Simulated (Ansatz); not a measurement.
Isolated molecules relaxed with PBE0-D4/def2-TZVP in Ansatz; ΔE leaves out vibrations. CBS: MP2 limit from def2 TZ/QZ plus the TZ coupled-cluster correction, frozen cores. This one scheme is used for every species. Double bonds are as drawn, so ΔE can hold a change between cis and trans. DFT in def2-TZVPP. B3LYP here is the variant with VWN-RPA as its local correlation; programs differ in this. Each species was taken in one conformer, which may not be the lowest.

Reaction (ligand exchange at the Si–O bond): `O[SiH2]/C=C\[SiH](O)O` + H–F → `O[SiH](O)/C=C\[SiH2]F` + H₂O

`O[SiH2]/C=C\[SiH](O)O`:

```xyz
15

O    -1.762   -1.250   -0.288
Si   -0.675   -2.036    0.651
C     0.791   -0.974    1.111
C     1.071    0.275    0.720
Si    0.109    1.402   -0.392
O     1.079    2.668   -0.794
O    -0.278    0.557   -1.766
H    -1.406   -0.787   -1.060
H    -1.388   -2.438    1.889
H    -0.135   -3.264    0.000
H     1.507   -1.458    1.781
H     1.988    0.732    1.101
H    -1.128    1.950    0.225
H     0.740    3.549   -0.639
H    -0.513    1.072   -2.540
```

H–F:

```xyz
2

F    -0.127    0.430   -0.102
H     0.127   -0.430    0.102
```

`O[SiH](O)/C=C\[SiH2]F`:

Cartesian coordinates in Å:
```
O 1.678 1.751 -1.580
Si 0.476 0.662 -1.356
O -0.752 1.224 -0.405
C 1.014 -0.823 -0.397
C 0.350 -1.263 0.679
Si -1.213 -0.601 1.473
F -1.519 -1.703 2.613
H 2.193 2.011 -0.814
H -0.009 0.386 -2.727
H -1.419 1.804 -0.773
H 1.909 -1.361 -0.711
H 0.741 -2.142 1.197
H -1.043 0.672 2.206
H -2.405 -0.617 0.595
```

H₂O:

```xyz
3

O    -0.245    0.029    0.301
H     0.697   -0.152    0.329
H    -0.452    0.124   -0.631
```

(1) Is it downhill or uphill in electronic energy at CCSD(T)/CBS, and by how much? (Estimate.)

(2) What do these levels give: B3LYP-D4, MP2/def2-TZVPP, HF/def2-QZVPP, MP2/def2-QZVPP, SCS-MP2/def2-QZVPP, MP2/CBS(def2)? (Estimate.)

Largest T1 diagnostic among the species: 0.012.

## Answers

(1) Ansatz gave: Downhill: ΔE = -0.47 eV.

(2) The calculation gave: B3LYP-D4 -0.44, MP2/def2-TZVPP -0.44, HF/def2-QZVPP -0.56, MP2/def2-QZVPP -0.45, SCS-MP2/def2-QZVPP -0.48, MP2/CBS(def2) -0.46 eV.

The D4 term adds +0.05 eV with B3LYP and +0.03 eV with PBE0; it sums over pairs of atoms, weighted by their polarisabilities, and B3LYP, whose exchange is more repulsive, gets the larger term. In def2-TZVPP, CCSD(T) changes the Hartree–Fock value by +0.10 eV (the triples alone add +0.02 eV) and MP2 by +0.11 eV.
